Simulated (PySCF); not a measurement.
Start geometry of `O[B-]1(N)[NH2+][BH2-][NH2+]1` from GFN2-xTB (Å):
```
atom  x, y, z in Å
N1     1.7491    0.6898   -0.5008
B2     0.7211   -0.1038    0.1680
O3     1.2389   -1.0479    1.0677
N4    -0.4292   -0.7656   -0.8315
B5    -1.5424    0.0464   -0.0436
N6    -0.4508    0.8345    0.7963
H7     2.6721    0.2936   -0.5261
H8     1.5316    1.1437   -1.3713
H9     0.5556   -1.4882    1.5696
H10   -0.4970   -1.7749   -0.7851
H11   -0.3265   -0.5048   -1.8037
H12   -2.1859   -0.6711    0.6507
H13   -2.1716    0.7599   -0.7530
H14   -0.3349    1.8054    0.5367
H15   -0.5346    0.7912    1.8042
```

**Question.** What comes out of this run: PBE0-D3(BJ)/def2-SVP geometry optimisation, gas phase (PySCF)?

**Answer.** 
```
atom  x, y, z in Å
N1     1.8550    0.5138   -0.5155
B2     0.8012   -0.2733    0.1399
O3     1.3137   -1.2145    1.0595
N4    -0.3348   -0.9565   -0.8579
B5    -1.4543   -0.1439   -0.0753
N6    -0.3792    0.6620    0.7709
H7     2.7555    0.0492   -0.5452
H8     1.6626    0.9444   -1.4120
H9     0.6320   -1.6641    1.5629
H10   -0.3741   -1.9703   -0.7887
H11   -0.2271   -0.7207   -1.8411
H12   -2.1114   -0.8822    0.6414
H13   -2.1177    0.5714   -0.8065
H14   -0.2495    1.6414    0.5277
H15   -0.4466    0.6061    1.7839
```

The energy falls by 4.1 kJ/mol over 4 energy and gradient evaluations, the largest force component goes from 0.0169 to 2.6e-04 Eh/bohr, and the atoms move by 0.028 Å rms after alignment. Among the bonds, B5–H12 and B5–H13 change most and about equally (+0.032 to +0.033 Å). Bonds longer at the end by more than 0.005 Å: 8 of 15; shorter: 0. Among the angles that change most is B2–N1–H7, from 116.3° to 113.9°. Rotational constants go from 4777, 2989, 2849 to 4743, 2965, 2837 MHz. The orientation of the end geometry is arbitrary; only internal coordinates are fixed.

The run used 129 basis functions and 25 SCF cycles in all. Time: 41 s. Hardware: x86-64 server, one thread (shared host).

Not checked by PBE0-D3(BJ)/def2-SVP frequencies. One conformer, not necessarily the lowest.
